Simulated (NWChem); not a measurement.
System: AlN2H5O; SMILES [NH2][Al]([NH2])[OH]

```xyz
9

Al     0.0210     0.0036    -0.0038
O      1.6394     0.5968    -0.0142
H      2.4045     0.0379     0.1845
N     -0.3685    -1.7391     0.0035
H      0.2973    -2.4985    -0.1456
H     -1.3067    -2.1253     0.1229
N     -1.2653     1.2338     0.0035
H     -2.2625     1.0665    -0.1325
H     -1.0847     2.2355     0.0843
```
Atoms are numbered in this order, from 1.

Program: NWChem. All runs use the structure optimised with PBE-D3(BJ)/def2-SVP. Ions are spin-unrestricted doublets at the neutral geometry; other ion states weren't tried. Functional: LC-ωPBE (HJS hole) with def2-SVP; rows give the range parameter ω in 1/bohr.

**Question.** At which range parameter does −ε(HOMO) equal the ΔSCF ionisation energy (optimal tuning)?

**Answer.** about 0.41 per bohr, by linear interpolation in these runs:
| range parameter (1/bohr) | vertical ionisation energy, ΔSCF (eV) | −ε(HOMO) (eV) | ΔSCF minus −ε(HOMO) (eV) |
|---|---|---|---|
| 0.10 | 8.47 | 6.49 | 1.98 |
| 0.20 | 8.76 | 7.75 | 1.01 |
| 0.30 | 9.12 | 8.72 | 0.40 |
| 0.35 | 9.28 | 9.11 | 0.17 |
| 0.60 | 9.75 | 10.35 | -0.60 |
